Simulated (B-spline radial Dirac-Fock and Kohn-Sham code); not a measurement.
## Core-hole lifetimes of Sn

System: neutral tin, configuration [Kr] 4d10 5s2 5p2.

Model: independent-particle rates on relativistic LDA orbitals of the hole state (multipoles up to L = 3, Coulomb Auger matrix elements, transition energies from Dirac-Fock). Program: an atomic code on a B-spline grid.

Partial widths are in eV. Coster-Kronig decay leaves a hole in the same principal shell; its rates are the weakest part of the model, often 1.5 to 2.5 times too large and more for N holes. Holes without an open Auger channel, or with an unreliable SCF state, are not listed.

```
 hole  radiative    Auger  Coster-Kronig   total  fluorescence yield  lifetime (fs)  recommended width  tabulated yield
   1s       7.15     1.17              0    8.31                   ?              ?               8.53                ?
   2s      0.110     1.35           1.52    2.98              0.0370          0.221               2.40           0.0360
2p1/2      0.182     2.03          0.444    2.66              0.0684          0.247               2.64           0.0700
2p3/2      0.173     2.27              0    2.44              0.0711          0.270               2.43           0.0670
   3s    0.00246    0.375           11.2    11.6            0.000213         0.0570               9.60                –
3p1/2    0.00252    0.412           3.79    4.20            0.000599          0.157               2.85                –
3p3/2    0.00243    0.429           4.43    4.86            0.000499          0.135               3.30                –
3d3/2   0.000153    0.491              0   0.491            0.000312           1.34              0.430                –
3d5/2   0.000134    0.500              0   0.500            0.000268           1.32              0.440                –
   4s   6.29e-05   0.0176           13.9    13.9            4.53e-06         0.0474               3.40                –
4p1/2   0.000192  0.00703           21.5    21.5            8.92e-06         0.0307               17.0                –
4p3/2   0.000161  0.00729           26.7    26.8            6.01e-06         0.0246               17.0                –
4d3/2   5.47e-07   0.0758              0  0.0758            7.22e-06           8.68             0.0800                –
4d5/2   4.86e-07   0.0740              0  0.0740            6.56e-06           8.89             0.0800                –
```

Q: What are the fluorescence yield and the lifetime of the 1s hole?

A: The yield is the radiative width over the total, 0.859, and the lifetime is ħ/Γ = 0.0792 fs. The tabulated yield is 0.860.

Recommended widths: Campbell and Papp, At. Data Nucl. Data Tables 77, 1 (2001); yields: xraylib tables; both refer to the element in its standard state. The computed width differs most for N1 (4s), where it is 4.08 times the recommended value. Rates with slow emitted electrons, as in Coster-Kronig decay, are the weakest part of an independent-particle model: such widths often come out 1.5 to 2.5 times too large, more for N holes, and a channel near threshold can open or close.
